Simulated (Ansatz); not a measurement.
`N#CO[SiH3]` + `[OH][SnH3]` → `[SiH3][O][SnH3]` + `N#CO` at 400 K and 1 bar (ligand exchange at the Si–O bond).

Computed with Ansatz on PBE0-D4/def2-TZVP structures; ΔE is electronic, products minus reactants. CCSD(T)/CBS adds triple-zeta CCSD(T) − MP2 to the extrapolated MP2 energy (def2 sets, frozen cores). This one scheme is used for every species. def2 core potentials past Kr. For Sn outer-core shells are correlated without core-valence functions, which leaves a few kJ/mol of doubt a bond. One conformer a species, not always the lowest.

```csv
species,CCSD(T)/CBS energy (Eh),H − E (kJ/mol),S (J/(mol·K))
`N#CO[SiH3]`,-458.79584,124.5,327.0
`[OH][SnH3]`,-291.59405,108.6,309.2
`[SiH3][O][SnH3]`,-581.91447,160.4,398.1
`N#CO`,-168.48100,73.4,255.2
```

H − E and S are ideal-gas, rigid-rotor, harmonic terms from PBE0-D4/def2-TZVP, for one conformer and one mirror image of each species. 1 Eh = 2625.50 kJ/mol, R = 8.31446 J/(mol·K).

Problem. By hand: ΔE, ΔH, ΔS and ΔG.

Solution. ΔE = (-581.91447) + (-168.48100) − (-458.79584) − (-291.59405) = -0.00558 Eh = -14.7 kJ/mol. Δ(H − E) = 160.4 + 73.4 − 124.5 − 108.6 = 0.7, so ΔH = -14.0 kJ/mol. ΔS = 398.1 + 255.2 − 327.0 − 309.2 = 17.1 J/(mol·K). ΔG = -14.0 − 400 × (17.1)/1000 = -20.8 kJ/mol.

Problem. By hand: the equilibrium constant, and the temperature at which ΔG would vanish if ΔH and ΔS stayed fixed.

Solution. log₁₀ K = −ΔG/(RT ln 10) = 2.7. ΔH and −TΔS have one sign here, so there is no such temperature.

TΔS isn't small against ΔH here. A doubt of 5 kJ/mol in ΔE shifts log₁₀ K by 0.7 here. Other conformers and mirror images would add mixing entropy, several J/(mol·K) or more a flexible species. Modes under 60 cm⁻¹, often nearly free rotors, make the harmonic entropy too high. These are equilibria of isolated gas molecules and say nothing of rates. Largest T1 diagnostic: 0.014 (customary marks: 0.02 for closed shells, 0.045 for open ones).
